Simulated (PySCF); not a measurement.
CH₉ClOSi₃, SMILES [Si@H](O[SiH2]C)(Cl)[SiH3]. Atoms are numbered in the order given.

```xyz
15

C     -3.4280     1.1703     0.2868
Si    -1.9990     0.2649    -0.5168
O     -0.8138     0.0143     0.6651
Si     0.8156    -0.3232     0.7381
Si     2.0946     1.4007    -0.2225
Cl     1.2403    -2.0417    -0.3844
H     -3.8476     0.5771     1.1239
H     -4.2367     1.3472    -0.4518
H     -3.1006     2.1515     0.6851
H     -2.4375    -1.0662    -1.0611
H     -1.4051     1.0807    -1.6369
H      1.1440    -0.6240     2.1695
H      3.5581     1.0701    -0.1087
H      1.7290     1.5294    -1.6760
H      1.8324     2.7141     0.4667
```
Charge 0, spin multiplicity 1.

Geometry: PBE-D3(BJ)/def2-SVP. The structure was generated by enumeration; whether it is a known compound was not checked. Other conformers were not sampled.

Level of theory: PySCF with PBE/def2-TZVP.

Atomic charges (e):

```tsv
atom	Mulliken	meta-Löwdin	Löwdin
C1	-0.46	-0.60	-0.47
Si2	0.33	0.82	0.16
O3	-0.34	-0.78	0.00
Si4	0.41	0.77	-0.25
Si5	-0.01	0.13	0.10
Cl6	-0.23	-0.30	0.20
H7	0.14	0.14	0.14
H8	0.13	0.14	0.14
H9	0.14	0.14	0.14
H10	-0.03	-0.10	-0.03
H11	-0.04	-0.11	-0.03
H12	-0.02	-0.08	-0.03
H13	0.00	-0.05	-0.02
H14	0.00	-0.05	-0.02
H15	-0.01	-0.06	-0.02
```

### Question
Give the Mayer and Wiberg (Löwdin basis) orders of the bonds. (The exact figures need the calculation; the answer reports its results.)

### Answer

```tsv
bond	Mayer	Wiberg
C1–Si2	1.04	1.27
Si2–O3	1.08	1.48
O3–Si4	1.22	1.61
Si4–Si5	0.92	1.12
Si4–Cl6	1.13	1.77
C1–H7	0.94	0.90
C1–H8	0.94	0.90
C1–H9	0.94	0.90
Si2–H10	0.93	0.93
Si2–H11	0.93	0.92
Si4–H12	0.91	0.91
Si5–H13	0.94	0.96
Si5–H14	0.93	0.95
Si5–H15	0.93	0.96
```
